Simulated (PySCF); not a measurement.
Al(F)(Br)(OMe) (CH₃AlBrFO), SMILES C[O][Al]([F])[Br]. Atoms are numbered in the order given.

```xyz
8

Al     0.6792     0.5165     0.0000
F      2.3329     0.5056     0.0000
Br    -0.4293    -1.4315     0.0000
O     -0.1128     1.9938     0.0000
C     -1.4225     2.4922     0.0000
H     -1.5905     3.1213    -0.8914
H     -1.5905     3.1213     0.8914
H     -2.1826     1.6894     0.0000
```
Charge 0, spin multiplicity 1.

Coordinates come from a B3LYP-D3(BJ)/def2-SVP optimisation. Other conformers were not sampled.

These are PBE/def2-TZVP run with PySCF values and carry that method's errors.

Gas-phase values at a fixed geometry.

```
Item                                                                                                           Result
---------------------------------------------------------------------------------------------  ----------------------
total energy                                                                                      -3031.10037 hartree
point group                                                                                                        Cs
highest occupied level                                                                                       -7.12 eV
lowest empty level                                                                                           -1.96 eV
orbital gap                                                                                                   5.16 eV
dipole moment                                                                                                  2.01 D
quadrupole, principal values (traceless, Buckingham form, about the centre of nuclear charge)   -7.94, 2.97, 4.96 D·Å
mean static polarisability                                                                       58.7 bohr³ (8.70 Å³)
polarisability, principal values                                                               47.9, 57.9, 70.3 bohr³
```
